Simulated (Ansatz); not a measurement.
Relaxation of C2H8NSb (12 atoms, charge 0, multiplicity 1), to a largest force component of 0.015 eV/Å in at most 40 steps.

Level of theory: RKS PBE0-D4/def2-mTZVP (Ansatz 0.2.0).

```xyz
12
Properties=species:S:1:pos:R:3:forces:R:3
C -0.941 0.701 0.210 -2.41 2.76 -1.33
C 0.435 0.380 -0.194 1.12 0.69 -0.81
N 1.267 0.387 0.972 2.28 -1.29 1.25
Sb 0.567 -1.556 -1.169 -1.64 -0.49 -0.43
H -1.630 0.774 -0.724 1.00 -0.32 1.61
H -1.007 1.761 0.682 0.26 -1.66 -0.53
H -1.374 -0.004 0.908 -0.07 -0.25 0.13
H 0.851 1.155 -0.925 -0.62 -0.94 0.89
H 2.283 0.219 0.711 -1.61 0.33 0.47
H 1.028 -0.415 1.622 0.20 1.26 -0.97
H -0.902 -1.176 -2.158 0.86 -0.45 0.37
H -0.500 -2.282 0.098 0.62 0.37 -0.64
```

Problem. Where does it end, and by what steps?

Solution. The run converged. After 7 steps the energy has fallen by 0.486 eV; H11 moved furthest, 0.16 Å.

```json
{"step": "0", "energy less start (eV)": "0.0000", "largest force component (eV/Å)": "2.759", "accepted": "yes"}
{"step": "1", "energy less start (eV)": "-0.3275", "largest force component (eV/Å)": "2.009", "accepted": "yes"}
{"step": "2", "energy less start (eV)": "-0.4634", "largest force component (eV/Å)": "0.421", "accepted": "yes"}
{"step": "3", "energy less start (eV)": "-0.4718", "largest force component (eV/Å)": "0.228", "accepted": "yes"}
{"step": "4", "energy less start (eV)": "-0.4843", "largest force component (eV/Å)": "0.175", "accepted": "yes"}
{"step": "5", "energy less start (eV)": "-0.4855", "largest force component (eV/Å)": "0.065", "accepted": "yes"}
{"step": "6", "energy less start (eV)": "-0.4860", "largest force component (eV/Å)": "0.016", "accepted": "yes"}
{"step": "7", "energy less start (eV)": "-0.4861", "largest force component (eV/Å)": "0.006", "accepted": "yes"}
```

```xyz
12
Properties=species:S:1:pos:R:3
C -0.968 0.769 0.214
C 0.440 0.381 -0.178
N 1.305 0.400 0.982
Sb 0.507 -1.572 -1.255
H -1.619 0.838 -0.658
H -0.958 1.737 0.724
H -1.407 0.034 0.895
H 0.830 1.108 -0.896
H 2.267 0.184 0.746
H 1.001 -0.279 1.673
H -0.910 -1.326 -2.199
H -0.411 -2.330 -0.013
```

Time of the run: 36 s on 2 threads of Intel(R) Xeon(R) Platinum 8375C CPU @ 2.90GHz (Ice Lake), with other jobs on the host, peak memory 0.3 GiB.
